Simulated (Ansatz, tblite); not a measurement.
Removing an electron: BH2(NCO) (CH2BNO). Charge 0, multiplicity 1. Geometry: PBE-D4/def2-TZVP. Ansatz, gas phase; energy differences of separate SCF runs; the oxidised species was run as a doublet alone.

Cartesian coordinates in Å:
```
B 0.9413 -0.4102 -0.3741
H 0.7724 -1.5705 -0.6395
H 2.0005 0.1328 -0.5250
N -0.1358 0.3448 0.1323
C -1.2574 0.5895 0.5115
O -2.3210 0.9137 0.8949
```

The xTB rows come from tblite. Correlated methods freeze 4 core orbitals. In CCSD on the charge 1 doublet the largest single amplitude is 0.20, so its Hartree–Fock determinant may place the open shell otherwise than the density functionals do.

```csv
level,−HOMO (eV),vertical IE (eV),−LUMO (eV),HOMO–LUMO gap (eV),remarks
GFN2-xTB,11.51,14.91,7.80,3.70,–
r2SCAN-D4/def2-TZVP,7.33,10.58,2.61,4.72,–
PBE0-D4/def2-TZVP,8.41,10.77,1.99,6.42,–
CCSD(T)/def2-TZVPP,–,11.00,–,–,"large T1 (0.047) (+1 doublet), spin-contaminated (⟨S²⟩ 0.92) (+1 doublet)"
```

Estimate the rows for GFN1-xTB, PBE-D4/def2-TZVP, CCSD/def2-TZVPP.


| level | −HOMO (eV) | vertical IE (eV) | −LUMO (eV) | HOMO–LUMO gap (eV) | remarks |
| --- | --- | --- | --- | --- | --- |
| GFN1-xTB | 12.36 | 15.92 | 8.45 | 3.90 | – |
| PBE-D4/def2-TZVP | 7.06 | 10.50 | 2.96 | 4.10 | – |
| CCSD/def2-TZVPP | – | 10.94 | – | – | large T1 (0.047) (+1 doublet), spin-contaminated (⟨S²⟩ 0.92) (+1 doublet) |

Run but left out: HF/def2-TZVPP (charge +1 doublet: a determinant that CCSD turns far, T1 0.047); MP2/def2-TZVPP (charge +1 doublet: ⟨S²⟩ 0.92, where a pure state has 0.75).  Raw xTB energy differences between charge states are shifted by several eV; the methods need an empirical correction for them.
